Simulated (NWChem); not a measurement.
Species: CH₄AlBrO; SMILES [CH3][Al]([OH])[Br]

```xyz
8

Al    -0.0528    -0.9513     0.0001
Br     0.0183     1.3161     0.0000
C      1.5614    -2.0155     0.0000
H      1.3261    -3.0906     0.0027
H      2.1813    -1.7929     0.8834
H      2.1783    -1.7968    -0.8865
O     -1.5732    -1.7072     0.0000
H     -2.4244    -1.2664    -0.0002
```
Atoms are numbered in this order, from 1.

Computed with NWChem. Structure relaxed at the PBE0/def2-SVP level. Level r2SCAN/def2-SVP: energy and gradient on several grids; changes count from the extra-fine grid, which is no exact limit either.

| grid | size of the energy change (μHa) | largest change of a gradient component (μHa/bohr) | time, medium = 1 (rough) |
|---|---|---|---|
| xcoarse | 4000 | 1000 | about 1 |
| coarse | 90 | 200 | about 1 |
| medium | 70 | 70 | about 1 |
| fine | < 10 | < 30 | about 1 |
| xfine | < 10 | < 30 | 3 |
